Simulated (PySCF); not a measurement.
**Dipole response of Bi⁺ (bismuth, charge +1)**

[Xe] 4f14 5d10 6s2 6p2, high-spin 3P determinant. Computed with PySCF 2.14 in aug-cc-pVQZ-DK3 (10s9p7d4f2g, 118 functions), with the spin-free X2C one-electron Hamiltonian (Gaussian nucleus). Coupled (time-dependent) response in atomic units; α is the mean over directions.

| method | mean α (bohr³) | α xx, yy, zz | C₆ (like pair) | S(−4) |
| --- | --- | --- | --- | --- |
| UHF | 27.49 | 24.12, 29.18, 29.18 | 255.0 | 185.4 |

S(−4) is the Cauchy moment in α(ω) = α(0) + S(−4) ω² + …

Spin-orbit coupling is absent.

α(iu) at UHF:

```json
{"u (hartree)": "0", "α(iu) (bohr³)": "27.49"}
{"u (hartree)": "0.0500", "α(iu) (bohr³)": "27.04"}
{"u (hartree)": "0.100", "α(iu) (bohr³)": "25.79"}
{"u (hartree)": "0.200", "α(iu) (bohr³)": "21.95"}
{"u (hartree)": "0.300", "α(iu) (bohr³)": "17.90"}
{"u (hartree)": "0.500", "α(iu) (bohr³)": "11.89"}
{"u (hartree)": "0.750", "α(iu) (bohr³)": "7.778"}
{"u (hartree)": "1.00", "α(iu) (bohr³)": "5.591"}
{"u (hartree)": "1.50", "α(iu) (bohr³)": "3.437"}
{"u (hartree)": "2.00", "α(iu) (bohr³)": "2.390"}
{"u (hartree)": "3.00", "α(iu) (bohr³)": "1.369"}
{"u (hartree)": "5.00", "α(iu) (bohr³)": "0.6141"}
```

A single London oscillator, α(iu) = α/(1 + u²/ω²), gives C₆ = (3/4) ω α². Matching the computed C₆ needs ω = 4 × 255.0 / (3 × 27.49²) = 0.450 hartree.

For an ion, C₆ is the dispersion term alone; charge-induced terms of lower order in 1/R come first.

The components differ because the open shell of this determinant is not spherical; for a pure term their mean is the scalar polarisability.

Spin-orbit coupling is strong in this species (close to jj coupling), so the high-spin LS determinant is a model state, not a physical level.
